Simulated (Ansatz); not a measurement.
Task: Name a neutral molecule of Al, B, C, F, O, S and H with HOMO–LUMO gap (ωB97M-V/def2-TZVPP) between 10.05 and 10.35 eV and HOMO energy (PBE/def2-TZVPP) between -6.60 and -6.30 eV (Ansatz, PBE0-D4/def2-TZVP geometry).

Result: `BC[O][Al]([F])[SH]` (10.33 eV, -6.54 eV). Other molecules can fit too; these were computed, each in one conformer that needn't be the lowest.
